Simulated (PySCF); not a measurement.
Ga2O, SMILES [Ga][O][Ga] (connectivity only; charge and spin as stated), neutral, multiplicity 1.

Geometry: PBE0-D3(BJ)/def2-TZVP.

Two levels are set side by side: PBE/def2-TZVPD (PySCF) and B3LYP/def2-TZVPD (PySCF). Same geometry, gas phase. Differences are taken from unrounded values.

```
quantity                     B3LYP    PBE  PBE minus B3LYP
---------------------------  -----  -----  ---------------
orbital gap (eV)              4.90   3.58            -1.32
highest occupied level (eV)  -6.21  -5.41             0.80
lowest empty level (eV)      -1.31  -1.83            -0.52
mean polarisability (bohr³)   77.1   80.1              3.0
```

PBE's occupied levels lie high since its potential decays too fast outside the molecule; exact exchange lowers them and widens the gap. Loosely held outer electrons make PBE densities more polarisable. Differences between two approximate levels are no errors against the true value.

Rough cost on one machine, each run with all the roots and properties that it gave: B3LYP against PBE within a factor of 2.
